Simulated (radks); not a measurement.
The iron ion Fe2+ inside a hard spherical wall (all orbitals vanish at R), configuration held at [Ar] 3d6 and not refilled when levels cross. Method: non-relativistic Kohn-Sham, PBE, spin-polarised, spherical densities, point nucleus; open shells are filled with parallel spins first; computed with a radial shooting solver on a logarithmic mesh with Libxc functionals. Eigenvalues in eV for spin up, with the zero of energy where the potential of the charges vanishes at infinity; a dash marks a level that is unbound or too diffuse for the functional's potential to be trusted. A positive occupied level is held by the wall or, in an anion where self-interaction has pushed it up, behind a barrier. The pressure on the wall is -dE/dV.

R (bohr)  E (hartree)  kinetic (hartree)    e(2p)    e(3s)    e(3p)    e(3d)  e(4s, empty)  e(4p, empty)  pressure (GPa)
free      -1262.53658           1261.582  -713.96  -111.87  -79.556  -27.355       -20.469       -14.621               0
15        -1262.53658           1261.582  -713.96  -111.87  -79.556  -27.355       -20.469       -14.621        < 0.0001
7         -1262.53657           1261.582  -713.95  -111.87  -79.555  -27.353       -20.456       -14.548         0.00172
5         -1262.53495           1261.598  -713.84  -111.78  -79.463  -27.264       -19.974       -13.415           0.349
3.5       -1262.48910           1261.903  -712.23  -110.49  -78.207  -25.950       -14.798        -5.764            20.3
2         -1260.59813           1270.986  -688.68  -94.501  -61.788   -6.404        55.777        72.984            3330
1.5       -1253.05140           1300.684  -641.06  -59.967  -24.919   34.759        202.60        219.66           33800
